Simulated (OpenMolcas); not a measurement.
# Computed levels of W2+

```json
{"Program": "OpenMolcas", "Method": "SS-RASPT2, IPEA 0.25 Eh, imaginary shift 0.1 Eh (closed shells correlated: 5s)", "Basis": "ANO-RCC-VTZP [8s7p5d3f2g1h]", "Scalar Hamiltonian": "DKH2, point nucleus", "Active space": "10 electrons in 8 orbitals (RAS1 5p, at most 2 holes; RAS2 5d)", "State averaging": "2S+1 = 5 even, 5 roots; 2S+1 = 3 even, 45 roots; 2S+1 = 1 even, 50 roots", "Spin-orbit coupling": "RASSI with atomic mean-field integrals over the reference wave functions, term energies averaged over their components"}
```

With spin-orbit coupling, above the lowest level:

```
Configuration   Term  J  E (cm-1)  Measured (cm-1)      g  Term weight %    Second
          5d4     5D  0       0.0              0.0                    70  27 3P(1)
          5d4     5D  1      2320             2256  1.500             86  13 3P(1)
          5d4     5D  2      4640             4461  1.486             94   3 3P(1)
          5d4     5D  3      6620             6278  1.475             92   5 3F(1)
          5d4     5D  4      8220             7687  1.451             83  14 3F(1)
          5d4  3P(1)  0     12380             9904                    61     29 5D
          5d4     3H  4     15350            13701  0.938             59     15 3G
          5d4  3P(1)  1     16530            12881  1.447             83     12 5D
          5d4  3F(1)  2     17870                   0.776             73  18 1D(1)
          5d4     3G  3     17970                   0.919             54  37 3F(1)
          5d4     3H  5     18580                   1.066             80     20 3G
          5d4     3H  6     20130                   1.136             81     19 1I
          5d4  3P(1)  2     21260                   1.415             75     21 3D
          5d4  3F(1)  4     21360                   1.084             38     30 3H
          5d4     3G  4     23160                   1.086             47  29 1G(1)
          5d4  3F(1)  3     23660                   1.001             57     28 3G
          5d4     3D  2     25350                   1.049             34  31 1D(1)
          5d4     3D  3     25350                   1.232             73     12 3G
          5d4     3G  5     26250                   1.167             80     20 3H
          5d4     3D  1     27920                   0.566             93   4 3P(1)
          5d4     1I  6     28120                   1.031             81     19 3H
          5d4  1D(1)  2     31440                   1.101             37     32 3D
          5d4  1G(1)  4     31780                   1.053             56  17 3F(1)
          5d4  1S(1)  0     32170                                     83  12 3P(1)
          5d4     1F  3     33840                   1.048             72     16 3D
          5d4  3P(2)  2     37540                   1.448             90   5 1D(1)
          5d4  3F(2)  4     39550                   1.200             75  16 1G(2)
          5d4  3F(2)  2     40960                   0.727             84   7 1D(1)
          5d4  3F(2)  3     41590                   1.077             86     12 1F
          5d4  3P(2)  1     41920                   1.489             98          
          5d4  3P(2)  0     44050                                     91   5 1S(1)
          5d4  1G(2)  4     44890                   1.040             82  16 3F(2)
          5d4  1D(2)  2     56610                   1.001             97          
          5d4  1S(2)  0     70630                                     96   3 3P(2)
```

Against the 7 measured excited levels shown (NIST levels as listed in McCann et al., Mon. Not. R. Astron. Soc. 538, 537 (2025)) the mean absolute deviation is 1300 cm-1; the largest miss in energy is 5d4 3P1(1): computed 16530, measured 12881 cm-1 (+28.3 %).

Spin-orbit coupling puts the lowest level 7734 cm-1 below the lowest spin-free term.

For 5D the intervals divided by the larger J are 2322.9, 1159.6, 660.2, 400.1 cm-1. Landé's interval rule makes them equal in pure LS coupling; they differ by 169 % of their mean. The multiplet is regular.

Term energies are means over components that CASPT2 splits; among the terms shown or strongly mixed into the levels shown the widest spread is 1000 cm-1 (5d4 1G(2)). Over all roots computed the reference weight is 0.90 to 0.96; the roots of lowest weight are the least certain, and an intruder state may touch them. Some levels mix across a computed gap that differs much from the measured one, so their mixing is not that of the real levels. Active for correlation alone: 5p; no level in the range computed is led by a configuration that opens it, so any true level of that kind is missing. The CASPT2 spread within a term exceeds the gap to the next term for 5d4 1I and 5d4 3D, 5d4 1G(1) and 5d4 1D(1), so the order of their levels is uncertain. Some terms miss by over 15 % even with CASPT2, which points to a basis or an active space too small for the shells correlated. Measured partners are found by configuration, term and J. A level has none where our copy of the source lacks it or the pairing is in doubt (some pairs that miss far off the trend of their configuration count as doubtful), and it then counts in no deviation. Only configurations of the active space appear. The first state left out of the spin-orbit step lies near 650000 cm-1 above the lowest spin-free state of the reference (among the parities and spins computed), and the list stops at four fifths of that energy or lower.

The term weight is that of the spin-free term in the level, not the purity of its configuration. A number in round brackets counts repeated terms of one configuration in the order of the reference energies.
